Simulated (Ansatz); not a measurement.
`O=[CH][SnH3]` + H₂O → `[OH][SnH3]` + `C=O` at 700 K and 1 bar (formal hydrolysis of the Sn–C bond).

Computed with Ansatz on PBE0-D4/def2-TZVP structures; ΔE is electronic, products minus reactants. CCSD(T)/CBS adds triple-zeta CCSD(T) − MP2 to the extrapolated MP2 energy (def2 sets, frozen cores). This one scheme is used for every species. Elements past krypton have def2 core potentials. For Sn outer-core shells are correlated without core-valence functions, which leaves a few kJ/mol of doubt a bond.

```
       species  CCSD(T)/CBS energy (Eh)  H − E (kJ/mol)  S (J/(mol·K))
`O=[CH][SnH3]`               -329.59298           155.0          402.3
           H₂O                -76.37941            80.5          218.4
  `[OH][SnH3]`               -291.59405           135.8          359.4
         `C=O`               -114.39408            97.4          254.3
```

H − E and S are ideal-gas, rigid-rotor, harmonic terms from PBE0-D4/def2-TZVP. 1 Eh = 2625.50 kJ/mol, R = 8.31446 J/(mol·K).

Problem. By hand: ΔE, ΔH, ΔS and ΔG.

Solution. ΔE = (-291.59405) + (-114.39408) − (-329.59298) − (-76.37941) = -0.01574 Eh = -41.3 kJ/mol. Δ(H − E) = 135.8 + 97.4 − 155.0 − 80.5 = -2.3, so ΔH = -43.6 kJ/mol. ΔS = 359.4 + 254.3 − 402.3 − 218.4 = -7.0 J/(mol·K). ΔG = -43.6 − 700 × (-7.0)/1000 = -38.7 kJ/mol.

Problem. By hand: the equilibrium constant, and the temperature at which ΔG would vanish if ΔH and ΔS stayed fixed.

Solution. log₁₀ K = −ΔG/(RT ln 10) = 2.9. ΔG = 0 at ΔH/ΔS = 6229 K, far beyond where these terms or the molecules hold.

The number of gas molecules stays the same, so ΔS is small and ΔH decides. A doubt of 5 kJ/mol in ΔE shifts log₁₀ K by 0.4 here. Modes under 60 cm⁻¹, often nearly free rotors, make the harmonic entropy too high. These are equilibria of isolated gas molecules and say nothing of rates. Largest T1 diagnostic: 0.016 (customary marks: 0.02 for closed shells, 0.045 for open ones).
